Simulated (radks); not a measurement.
The numbers below are computed, except where a source is named.
Problem. Pt+, configuration [Xe] 4f13 5d9 6s1 (not the ground configuration). Level of theory: Dirac Kohn-Sham, BLYP, spin-unpolarised, spherical densities, finite nucleus; open shells are shared between the two j in proportion to 2j + 1; Fermi nuclear charge, rms radius 5.427 fm (a radial shooting solver on a logarithmic mesh with Libxc functionals).

Spin-orbit splittings of the eigenvalues, e(l+1/2) - e(l-1/2), with zeta = 2 splitting/(2l+1) and mean radii in bohr:

shell  occ.  splitting (eV)  zeta (eV)  <r> j=l-1/2  <r> j=l+1/2
2p        6               ?          ?      0.05906      0.06749
3p        6           380.0      253.4       0.1768       0.1923
3d       10           81.90      32.76       0.1676       0.1723
4p        6           91.18      60.79       0.4168       0.4503
4d       10           17.04      6.817       0.4593       0.4703
4f       13           3.571      1.020       0.5024       0.5092
5p        6           15.78      10.52        1.015        1.111
5d        9           1.598     0.6391        1.509        1.570

Estimate the 2p splitting.

Solution. 1729 eV (zeta = 1153 eV).
